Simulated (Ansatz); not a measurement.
`CB[SiH2]C` + `F[SiH2]O[SiH](F)F` → `C[SiH2][SiH](F)F` + `CBO[SiH2]F`  (redistribution)

Program: Ansatz. Geometries: PBE0-D4/def2-TZVP. ΔE: electronic, gas phase. CCSD(T)/CBS is the MP2 limit (def2-TZVPP, def2-QZVPP) plus CCSD(T) − MP2 in def2-TZVPP, frozen cores. DFT in def2-TZVPP. B3LYP here is the variant with VWN-RPA as its local correlation; programs differ in this. Each species was taken in one conformer, which may not be the lowest.

`CB[SiH2]C`:

Z-matrix (Å, degrees):
```
C
B 1 1.552
H 1 1.093 2 114.5
H 1 1.091 2 116.4 3 130.5
H 1 1.105 2 103.1 3 -113.5
Si 2 2.018 1 124.7 3 -150.2
H 2 1.202 1 117.9 3 33.1
C 6 1.879 2 114.9 1 1.1
H 6 1.496 2 107.7 1 123.2
H 6 1.495 2 109.0 1 -122.1
H 8 1.092 6 111.3 2 179.3
H 8 1.093 6 110.9 2 -60.5
H 8 1.093 6 110.8 2 59.2
```

`F[SiH2]O[SiH](F)F`:

Z-matrix (Å, degrees):
```
Si
O 1 1.626
F 1 1.590 2 108.4
H 1 1.476 2 110.2 3 117.8
H 1 1.475 2 108.4 3 -117.1
Si 2 1.605 1 155.1 3 -80.7
F 6 1.581 2 109.8 1 -1.9
F 6 1.578 2 108.8 1 -118.9
H 6 1.463 2 111.7 1 120.1
```

`C[SiH2][SiH](F)F`:

Cartesian coordinates in Å:
```
C -1.654 -0.501 0.104
Si -0.080 0.148 0.884
Si 1.614 0.367 -0.720
F 1.877 -1.049 -1.410
F 1.122 1.349 -1.880
H -1.483 -1.479 -0.350
H -2.442 -0.603 0.853
H -2.006 0.179 -0.675
H 0.419 -0.771 1.945
H -0.293 1.487 1.502
H 2.927 0.872 -0.252
```

`CBO[SiH2]F`:

Z-matrix (Å, degrees):
```
C
B 1 1.556
H 1 1.096 2 110.0
H 1 1.096 2 109.7 3 -115.1
H 1 1.091 2 113.8 3 122.6
O 2 1.363 1 120.6 3 -123.2
H 2 1.207 1 121.5 3 56.6
Si 6 1.637 2 131.8 1 -177.5
F 8 1.591 6 108.3 2 101.6
H 8 1.479 6 110.8 2 -16.6
H 8 1.475 6 108.1 2 -141.8
```

```tsv
level	ΔE (kJ/mol)	difference from CCSD(T)/CBS
PBE-D4	-29.2	-18.7
r2SCAN-D4	-15.4	-4.9
PBE0-D4	-21.2	-10.7
B3LYP-D4	-17.9	-7.4
ωB97X-V	-16.8	-6.3
ωB97M-V	-14.4	-3.9
B2PLYP	-15.5	-5.0
PBE	-30.4	-19.9
r2SCAN	-15.8	-5.3
PBE0	-22.3	-11.8
B3LYP	-19.9	-9.4
HF/def2-TZVPP	-1.5	9.0
MP2/def2-TZVPP	-9.7	0.8
SCS-MP2/def2-TZVPP	-8.9	1.6
CCSD/def2-TZVPP	-8.1	2.4
CCSD(T)/def2-TZVPP	-10.9	-0.4
HF/def2-QZVPP	0.4	10.9
MP2/def2-QZVPP	-8.8	1.7
SCS-MP2/def2-QZVPP	-8.0	2.5
HF/CBS(def2)	0.7	11.2
MP2/CBS(def2)	-9.3	1.2
CCSD/CBS(def2)	-7.7	2.8
CCSD(T)/CBS	-10.5	0
```

Largest T1 diagnostic among the species: 0.012.

From PBE to PBE0 (25 % exact exchange), in def2-TZVPP and without D4, ΔE moves by +8.1 kJ/mol. In def2-TZVPP, CCSD(T) changes the Hartree–Fock value by −9.4 kJ/mol (the triples alone add −2.8 kJ/mol) and MP2 by −8.3 kJ/mol.
